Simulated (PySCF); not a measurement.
Ag(I) cation (AgI), SMILES [Ag][I] (connectivity only; charge and spin as stated), charge +1, multiplicity 2. Coordinates come from a PBE-D3(BJ)/def2-TZVP optimisation. The spin state was assumed, not searched. The def2 effective core potentials stand for the cores of Ag, I; spin–orbit coupling is left out.

These are PBE-D3(BJ)/def2-TZVP (PySCF) values and carry that method's errors.

Harmonic wavenumbers (cm⁻¹): 158. Rotational constants (GHz): 1.248 (linear); symmetry number 1.

Problem. Work out the zero-point energy and the ideal-gas rigid-rotor harmonic-oscillator thermochemistry at 298.15 K and 1 atm.

Solution. ZPE = ½ Σ hcν = ½ × 158 cm⁻¹ = 0.23 kcal/mol. H − E(el) = 2.69 kcal/mol. Entropy in cal/(mol K): translation 42.26, rotation 18.90, vibration 2.57, spin 1.38, total 65.11. G − E(el) = -16.72 kcal/mol. Cp = 8.85 cal/(mol K).
